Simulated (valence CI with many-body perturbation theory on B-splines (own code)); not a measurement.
## Level structure of Mn XXI

Method: relativistic CI+MBPT: three valence electrons over a frozen Dirac-Fock core [He], radial functions for each j: 11 s, 11 p, 9 d, 7 f, 5 g, 2 h, 1 i, with the one-electron correlation potential Σ1 (screened to all orders), the two-electron term Σ2, the three-electron term Σ3, Breit, model QED; selected single and double excitations, second order for the rest (own B-spline code, finite nucleus).

No measured levels were compared; by estimate levels of excited configurations hold to 0.05 to 0.15 % of their energy, terms of the ground configuration to about 0.5 %.

Levels 46 to 84 of 84, with energies above the lowest level, 2s²2p ²P°_1/2. "Leading %" is the weight of the configuration and term that name the level; weights of strongly mixed levels are sums over their largest components and can fall short. In the jj column 3d3/2^4 stands for four electrons in 3d with j = 3/2. Lifetimes count E1, E2, E3, M1 and M2 decay at the calculated energies, and are blank where another channel may lead or the interval is too uncertain; long ones can be off by a factor of two.

```csv
No.,Configuration,Term,J,E (eV),Leading %,Lifetime,Leading jj,Second component
46,2s2p3s,²P°,3/2,1010.0,82,182 fs,2s 2p3/2 3s (69 %),6 % 2s2p3d ⁴D°
47,2s2p3d,²D°,3/2,1013.2,71,113 fs,2s 2p1/2 3d3/2 (26 %),10 % 2s2p3d ²P°
48,2s2p3d,⁴F°,9/2,1013.8,100,2.31 ns,2s 2p3/2 3d5/2 (100 %),
49,2s2p3d,²D°,5/2,1014.9,47,82.2 fs,2s 2p1/2 3d5/2 (34 %),21 % 2s2p3d ²F°
50,2s2p3d,⁴D°,7/2,1017.3,81,49.1 fs,2s 2p3/2 3d5/2 (61 %),17 % 2s2p3d ⁴F°
51,2s2p3d,⁴D°,5/2,1018.6,47,54.4 fs,2s 2p3/2 3d3/2 (56 %),40 % 2s2p3d ⁴P°
52,2s2p3d,⁴P°,3/2,1019.3,70,60.5 fs,2s 2p3/2 3d3/2 (82 %),27 % 2s2p3d ⁴D°
53,2s2p3d,⁴P°,1/2,1019.7,92,69.5 fs,2s 2p3/2 3d3/2 (95 %),7 % 2s2p3d ⁴D°
54,2s2p3d,²F°,5/2,1023.0,66,77.6 fs,2s 2p3/2 3d5/2 (58 %),23 % 2s2p3d ²D°
55,2s2p3d,²P°,3/2,1027.4,81,79.8 fs,2s 2p3/2 3d5/2 (66 %),11 % 2s2p3d ²D°
56,2s2p3d,²F°,7/2,1029.1,98,54.3 fs,2s 2p3/2 3d3/2 (52 %),
57,2s2p3p,²P,1/2,1030.6,82,341 fs,2s 2p3/2 3p1/2 (61 %),9 % 2p²3s ²P
58,2s2p3p,²D,3/2,1031.2,69,658 fs,2s 2p3/2 3p1/2 (77 %),25 % 2s2p3p ²P
59,2s2p3d,²P°,1/2,1031.2,94,70.8 fs,2s 2p3/2 3d5/2 (90 %),
60,2s2p3p,²D,5/2,1033.1,92,1.12 ps,2s 2p3/2 3p3/2 (70 %),
61,2s2p3p,²P,3/2,1034.3,62,452 fs,2s 2p3/2 3p3/2 (75 %),27 % 2s2p3p ²D
62,2s2p3p,²S,1/2,1037.3,58,1.07 ps,2s 2p3/2 3p3/2 (45 %),27 % 2p²3s ⁴P
63,2p²3s,⁴P,1/2,1040.7,62,800 fs,2p1/2^2 3s (36 %),28 % 2s2p3p ²S
64,2p²3s,⁴P,3/2,1045.6,95,687 fs,2p1/2 2p3/2 3s (94 %),
65,2p²3s,⁴P,5/2,1050.5,83,580 fs,2p1/2 2p3/2 3s (70 %),14 % 2p²3s ²D
66,2s2p3d,²F°,7/2,1051.3,93,86.2 fs,2s 2p3/2 3d5/2 (72 %),4 % 2p²3p ²F°
67,2s2p3d,²F°,5/2,1051.6,91,60.5 fs,2s 2p3/2 3d3/2 (77 %),5 % 2p²3p ²F°
68,2s2p3d,²D°,3/2,1053.0,95,50.9 fs,2s 2p3/2 3d3/2 (70 %),
69,2p²3s,²P,1/2,1053.2,79,301 fs,2p1/2 2p3/2 3s (75 %),13 % 2s2p3p ²P
70,2s2p3d,²D°,5/2,1054.4,94,50.6 fs,2s 2p3/2 3d5/2 (78 %),
71,2p²3p,⁴D°,1/2,1055.0,37,123 fs,2p1/2^2 3p1/2 (62 %),26 % 2s2p3d ²P°
72,2s2p3d,²P°,1/2,1057.2,70,102 fs,2s 2p3/2 3d3/2 (51 %),19 % 2p²3p ⁴D°
73,2p²3s,²P,3/2,1057.3,51,324 fs,2p1/2 2p3/2 3s (85 %),38 % 2p²3s ²D
74,2s2p3d,²P°,3/2,1057.4,89,70.1 fs,2s 2p3/2 3d5/2 (66 %),
75,2p²3p,⁴D°,3/2,1060.6,72,293 fs,2p1/2^2 3p3/2 (48 %),14 % 2p²3p ⁴P°
76,2p²3p,²S°,1/2,1061.4,46,263 fs,2p1/2 2p3/2 3p1/2 (86 %),35 % 2p²3p ⁴D°
77,2p²3p,²D°,3/2,1065.3,37,277 fs,2p1/2 2p3/2 3p1/2 (68 %),35 % 2p²3p ⁴P°
78,2p²3p,⁴D°,5/2,1066.0,88,361 fs,2p1/2 2p3/2 3p3/2 (76 %),8 % 2p²3p ⁴P°
79,2p²3s,²D,5/2,1066.7,79,371 fs,2p3/2^2 3s (70 %),16 % 2p²3s ⁴P
80,2p²3p,⁴P°,1/2,1067.8,68,260 fs,2p1/2 2p3/2 3p3/2 (78 %),19 % 2p²3p ²S°
81,2p²3p,⁴P°,5/2,1068.5,46,288 fs,2p1/2 2p3/2 3p1/2 (57 %),43 % 2p²3p ²D°
82,2p²3s,²D,3/2,1068.7,56,338 fs,2p3/2^2 3s (86 %),35 % 2p²3s ²P
83,2p²3p,²D°,3/2,1070.1,57,247 fs,2p1/2 2p3/2 3p3/2 (93 %),33 % 2p²3p ⁴P°
84,2p²3p,⁴D°,7/2,1070.9,83,373 fs,2p1/2 2p3/2 3p3/2 (70 %),15 % 2p²3p ²F°
```

Names give the largest LS component (configuration and term), which can be under half, so a name can repeat, a term be missing and a line seem to break the LS rules; names also repeat where a configuration has a term twice.
